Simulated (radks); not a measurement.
The numbers below are computed, except where a source is named.
Polarisability of the selenium ion Se6+, [Ar] 3d10, at imaginary frequency. Level of theory: scalar-relativistic Kohn-Sham, LDA (Slater exchange, VWN5 correlation), spin-unpolarised, spherical densities, finite nucleus; Fermi nuclear charge, rms radius 4.14 fm (a radial shooting solver on a logarithmic mesh with Libxc functionals). Response by self-consistent Sternheimer equations with the Hartree and adiabatic LDA kernel, the relativistic mass of each level held fixed and spin-orbit coupling left out.

| w (hartree) | alpha1(iw) (bohr^3) | alpha2(iw) (bohr^5) |
|---|---|---|
| 0.00266 | 0.3903 | 0.3718 |
| 0.0143 | 0.3903 | 0.3718 |
| 0.0360 | 0.3903 | 0.3718 |
| 0.0697 | 0.3902 | 0.3716 |
| 0.118 | 0.3900 | 0.3712 |
| 0.186 | 0.3894 | 0.3703 |
| 0.280 | 0.3883 | 0.3684 |
| 0.413 | 0.3861 | 0.3646 |
| 0.605 | 0.3814 | 0.3570 |
| 0.892 | 0.3718 | 0.3422 |
| 1.35 | 0.3522 | 0.3150 |
| 2.12 | 0.3133 | 0.2699 |
| 3.59 | 0.2438 | 0.2044 |
| 6.94 | 0.1422 | 0.1201 |
| 17.5 | 0.04347 | 0.03676 |

Static values: alpha1 = 0.3903 bohr^3 (0.05784 angstrom^3; uncoupled 0.4594), alpha2 = 0.3718 bohr^5, alpha3 = 0.5190 bohr^7. C6 = 0.5727, C8 = 2.509, triple-dipole C9 = 0.1564 atomic units. One-pole (London) frequency 4 C6 / (3 alpha1^2) = 5.012 hartree, against 5.153 for minus the highest occupied eigenvalue.
